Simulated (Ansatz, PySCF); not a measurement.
Molecule: disilylmethane, CH$_{8}$Si$_{2}$ (charge 0, singlet). 
Structure (B3LYP-D3(BJ)/def2-TZVP (Ansatz, a first-principles code) minimum search):
```xyz
11

Si     1.4283     0.7034     0.0268
C      0.2217    -0.7262    -0.1266
Si    -1.5873    -0.2647     0.0686
H      2.8264     0.2399    -0.1468
H      1.1407     1.7279    -1.0056
H      1.3045     1.3351     1.3624
H      0.4742    -1.4799     0.6253
H      0.3593    -1.1975    -1.1045
H     -1.9776     0.7208    -0.9679
H     -1.8194     0.3398     1.4023
H     -2.4578    -1.4581    -0.0652
```

PBE beside other levels, property by property. Correlated levels leave the core frozen unless marked. Open shells are spin-unrestricted. Spin-orbit coupling is left out. No relativistic terms. Basis-set limits of correlation are two-point, X^-3; Hartree-Fock from the larger set. The bracket is a focal-point correction in the basis named. Rows marked 298 K are enthalpies with B3LYP-D3(BJ) harmonic zero-point and thermal terms. Atomisation energies are electronic, to ground-state atoms; the column to compare with has the core term from cc-pwCVTZ added, other frozen-core levels have none. Frequencies are from Ansatz or PySCF. The coupled-cluster column (Ansatz) is a level with limits of its own: (a) RI-MP2/CBS(aug-cc-pV(T+d)Z,aug-cc-pV(Q+d)Z)+[CCSD(T)-MP2]/aug-cc-pV(T+d)Z; (b) RI-MP2/CBS(cc-pV(T+d)Z,cc-pV(Q+d)Z)+[CCSD(T)-MP2]/cc-pV(T+d)Z.

| property | B2PLYP/def2-TZVPD (Ansatz) | RI-MP2/CBS(aug-cc-pV(T+d)Z,aug-cc-pV(Q+d)Z) (Ansatz) | CCSD(T)/cc-pV(D+d)Z (Ansatz) | coupled cluster |
|---|---|---|---|---|
| atomisation energy (kcal/mol) | 824.5 | 835.3 | 780.9 | 842.4 (a) |
| C-Si bond dissociation enthalpy, 298 K, to [SiH3] (SiH3) + [CH2][SiH3] (kcal/mol) | 83.1 | 92.0 | 81.0 | 88.1 (b) |

Question: What does PBE/def2-TZVPD (Ansatz) give for each property, and on which side of coupled cluster does it fall?

Answer: 
- atomisation energy: PBE lies 17.5 kcal/mol below coupled cluster; PBE gives 824.9 kcal/mol.
- C-Si bond dissociation enthalpy, 298 K, to [SiH3] (SiH3) + [CH2][SiH3]: PBE lies 6.0 kcal/mol below coupled cluster; PBE gives 82.1 kcal/mol.
